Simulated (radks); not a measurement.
Results of a calculation; reference values are marked as such.
P4+, 11 electrons, occupied as [Ne] 4s1 (not the ground configuration). Level of theory: scalar-relativistic Kohn-Sham, SCAN, spin-unpolarised, spherical densities, finite nucleus; meta-GGA in the generalised Kohn-Sham scheme; Fermi nuclear charge, rms radius 3.1889 fm (a radial shooting solver on a logarithmic mesh with Libxc functionals).

Normalised radial functions P(r) = r R(r), r in bohr:

r	1s	2s	4s
0.003791	0.4116	0.1127	0.0236
0.004897	0.5221	0.1430	0.0299
0.006326	0.6591	0.1804	0.0377
0.008171	0.8270	0.2262	0.0472
0.01047	1.0223	0.2793	0.0583
0.01353	1.2597	0.3434	0.0717
0.01747	1.5316	0.4161	0.0869
0.02257	1.8308	0.4944	0.1031
0.02916	2.1406	0.5722	0.1192
0.03766	2.4331	0.6386	0.1328
0.04865	2.6669	0.6768	0.1402
0.06284	2.7900	0.6638	0.1364
0.08053	2.7538	0.5767	0.1166
0.104	2.5215	0.3847	0.0740
0.1344	2.0953	0.0753	0.0063
0.1736	1.5396	-0.3364	-0.0818
0.2242	0.9678	-0.7938	-0.1745
0.2896	0.4978	-1.1984	-0.2430
0.3741	0.2009	-1.4292	-0.2493
0.4833	0.0587	-1.4091	-0.1631
0.6193	0.0121	-1.1599	0.0093
0.8	0.0015	-0.7712	0.2278
1.033	0.0001	-0.3991	0.3930
1.335	0.0000	-0.1515	0.3780
1.724	0.0000	-0.0389	0.1143
2.228	0.0000	-0.0058	-0.3034
2.877	0.0000	-0.0006	-0.6216
3.717	0.0000	0.0000	-0.6176
4.763	0.0000	0.0000	-0.3647
6.153	0.0000	0.0000	-0.1193
7.948	0.0000	0.0000	-0.0200
10.27	0.0000	0.0000	-0.0015

1s: eigenvalue -2164.7 eV, 0 radial nodes, <r> = 0.104 bohr, 90 % of the charge inside 0.185 bohr. 2s: eigenvalue -243.46 eV, 1 radial node at r = 0.141 bohr, <r> = 0.514 bohr, 90 % of the charge inside 0.806 bohr. 4s: eigenvalue -28.415 eV, 3 radial nodes at r = 0.137, 0.612, 1.86 bohr, <r> = 3.30 bohr, 90 % of the charge inside 4.66 bohr.
